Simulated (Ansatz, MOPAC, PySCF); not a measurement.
Noncovalent pair: C2H6O (SMILES COC) (first 9 atoms) with HI (SMILES I); geometry from B3LYP-D3(BJ)/def2-TZVP, rigid monomers moved along the line of their centres of mass till O2···H11 is 3.25 Å.
(charge 0, multiplicity 1):
```xyz
11

C      0.76888    -0.82015     0.06759
O      0.32688     0.26358     0.87060
C     -0.98972     0.68641     0.55062
H      0.79364    -0.53127    -0.98804
H      0.11509    -1.69111     0.18687
H      1.77353    -1.07596     0.39741
H     -1.03926     1.03909    -0.48456
H     -1.23772     1.50361     1.22457
H     -1.70936    -0.12817     0.68785
I     -0.01865    -1.58759     5.37031
H      0.23739    -0.82388     3.93059
```

Monomers are frozen at their geometry in the pair; levels with a basis set take the counterpoise correction.

Cores are frozen in the correlated methods. Filled d and f shells under p-block atoms count as core. The state reached by PM3 isn't checked.

Programs: Ansatz (an electronic-structure program); MOPAC for PM3 (differences of heats of formation); PySCF for the dispersion terms. Each number belongs to the level named beside it. In def2 rows elements past Kr take small-core potentials, without spin–orbit coupling.

```json
[
 {"level": "PM3", "interaction energy (meV)": "-18.7"},
 {"level": "B3LYP/def2-TZVPPD", "interaction energy (meV)": "-36.6"},
 {"level": "B3LYP-D4/def2-TZVPPD", "interaction energy (meV)": "-57.8"},
 {"level": "PBE0-D4/def2-TZVPPD", "interaction energy (meV)": "-66.7"},
 {"level": "wB97X-V/def2-TZVPPD", "interaction energy (meV)": "-64.6"},
 {"level": "wB97M-V/def2-TZVPPD", "interaction energy (meV)": "-62.6"},
 {"level": "MP2/def2-SVPD", "interaction energy (meV)": "-68.3"},
 {"level": "SCS-MP2/def2-SVPD", "interaction energy (meV)": "[?]"},
 {"level": "CCSD(T)/def2-SVPD", "interaction energy (meV)": "-63.6"}
]
```

**Question.** What belongs in the gaps?

**Answer.** 
- SCS-MP2/def2-SVPD, interaction energy (meV): -60.8
